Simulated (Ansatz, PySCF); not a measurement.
Potential energy curve for HBr, singlet.

Computed with: RKS-B3LYP/3-21G = restricted B3LYP/3-21G (PySCF); RHF/STO-3G = restricted Hartree-Fock/STO-3G in PySCF; RKS-PBE = restricted PBE/cc-pVDZ (Ansatz, a program for electronic structure); UCCSD = CCSD on UHF/cc-pVDZ, cores with 3d frozen (Ansatz).

Energies are in kJ/mol, each relative to the lowest point of its own curve near equilibrium.

```csv
R / Å,RKS-B3LYP/3-21G,RHF/STO-3G,RKS-PBE,UCCSD
1.14,173.6,190.1,181.9,174.8
1.22,81.4,83.5,83.5,77.5
1.28,39.9,35.9,39.2,34.6
1.34,(withheld),9.6,13.4,10.6
1.38,6.0,1.7,4.2,2.7
1.42,1.2,0.0,0.0,0.0
1.46,0.0,(withheld),0.0,1.5
1.49,1.1,9.4,2.3,(withheld)
1.57,(withheld),34.6,15.6,21.2
1.65,26.8,71.0,36.5,44.9
1.77,(withheld),138.7,75.8,87.8
1.94,115.1,(withheld),137.8,154.0
2.14,183.6,380.3,209.0,226.9
2.39,263.4,532.2,286.5,295.8
2.53,303.0,606.5,323.2,320.9
2.81,370.2,729.0,382.7,346.3
3.16,433.0,837.2,435.4,355.6
3.50,475.5,905.5,469.2,357.9
3.85,504.8,950.5,491.6,358.7
4.25,525.8,982.9,507.2,359.0
4.95,543.7,1015.3,520.1,359.2
5.69,551.0,1035.9,524.8,359.2
```

### Question
Some entries are withheld; supply them.

### Answer

- 1.34, RKS-B3LYP/3-21G: 15.3
- 1.46, RHF/STO-3G: 3.6
- 1.49, UCCSD: 4.9
- 1.57, RKS-B3LYP/3-21G: 10.5
- 1.77, RKS-B3LYP/3-21G: 59.7
- 1.94, RHF/STO-3G: 248.1

The restricted form behind RKS-B3LYP/3-21G, RHF/STO-3G, RKS-PBE keeps the bonding electrons paired and can't separate into open-shell fragments. The unrestricted determinant behind UCCSD is spin-contaminated at 1.94 to 5.69 Å (<S²> up to 1.0, against 0.00 for a pure singlet).
